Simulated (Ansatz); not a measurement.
Consider the cleavage of the Si–Sn bond: `C[SiH2][SnH3]` + `N[SiH](O)O` → `C[SiH2]N[SiH](O)O` + `[SnH4]`.

Gas-phase electronic energies from Ansatz, PBE0-D4/def2-TZVP geometries. CBS: MP2 limit from def2 TZ/QZ plus the TZ coupled-cluster correction, frozen cores. This one scheme is used for every species. Functionals use def2-TZVPP. B3LYP here is the variant with VWN-RPA as its local correlation; programs differ in this. Elements past krypton have def2 core potentials. For Sn outer-core shells are correlated without core-valence functions, which leaves a few kJ/mol of doubt a bond. Each species was taken in one conformer, which may not be the lowest.

Task: Is it downhill or uphill in electronic energy at CCSD(T)/CBS, and by how much? (Estimate.)

Result: The calculation gave: Downhill: ΔE = -29.2 kJ/mol.

Task: What do these levels give: B3LYP-D4, ωB97M-V, B2PLYP, PBE, PBE0, MP2/def2-TZVPP, SCS-MP2/def2-TZVPP, CCSD(T)/def2-TZVPP, MP2/def2-QZVPP, SCS-MP2/def2-QZVPP, HF/CBS(def2), MP2/CBS(def2)? (Estimate.)

Result: Ansatz gave: B3LYP-D4 -33.0, ωB97M-V -36.9, B2PLYP -33.7, PBE -16.4, PBE0 -22.2, MP2/def2-TZVPP -35.7, SCS-MP2/def2-TZVPP -39.3, CCSD(T)/def2-TZVPP -35.9, MP2/def2-QZVPP -32.1, SCS-MP2/def2-QZVPP -36.1, HF/CBS(def2) -48.8, MP2/CBS(def2) -28.9 kJ/mol.

Largest T1 diagnostic among the species: 0.013.

The D4 term adds −3.2 kJ/mol with B3LYP and −2.0 kJ/mol with PBE0; it sums over pairs of atoms, weighted by their polarisabilities, and B3LYP, whose exchange is more repulsive, gets the larger term. From PBE to PBE0 (25 % exact exchange), in def2-TZVPP and without D4, ΔE moves by −5.8 kJ/mol.
